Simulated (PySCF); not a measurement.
Exercise with solution: oscillator strength and radiative lifetime

MoCl4H2, SMILES [Cl][MoH2]([Cl])([Cl])[Cl], multiplicity 1.

Geometry: B3LYP-D3(BJ)/def2-SVP. The multiplicity is an assumed one; no other spin state was optimised. The structure was generated by enumeration; whether it is a known compound was not checked. The def2 effective core potentials stand for the cores of Mo; spin–orbit coupling is left out.

TDA-M06-2X/def2-SVPD in PySCF puts the first singlet state with f over 0.02 at 3.68 eV (vertical), with the transition dipole (0.000, 0.000, -0.494) in atomic units.

Task: Find the oscillator strength, the wavelength and the radiative lifetime that this transition would have in vacuum if emission retraced absorption.

Result: 
|μ|² = 0.2440 au, so |μ| = 1.26 D. ΔE = 3.68/27.211 = 0.1352 hartree. f = (2/3) ΔE |μ|² = 0.022 (the program prints 0.022).
λ = 1239.84/3.68 = 337 nm; ν = 29681 cm⁻¹.
Einstein's coefficient A = 0.6670 ν² f s⁻¹ (ν in cm⁻¹) = 1.3e7 s⁻¹, so τ = 1/A = 77 ns. This state is S9; the lower singlets have f = 0.000, 0.004, 0.004, 0.003, 0.000, 0.009, 0.000, 0.000. The figure is the radiative limit of this one transition; relaxation, internal conversion, crossing to triplets and a medium change what is measured.
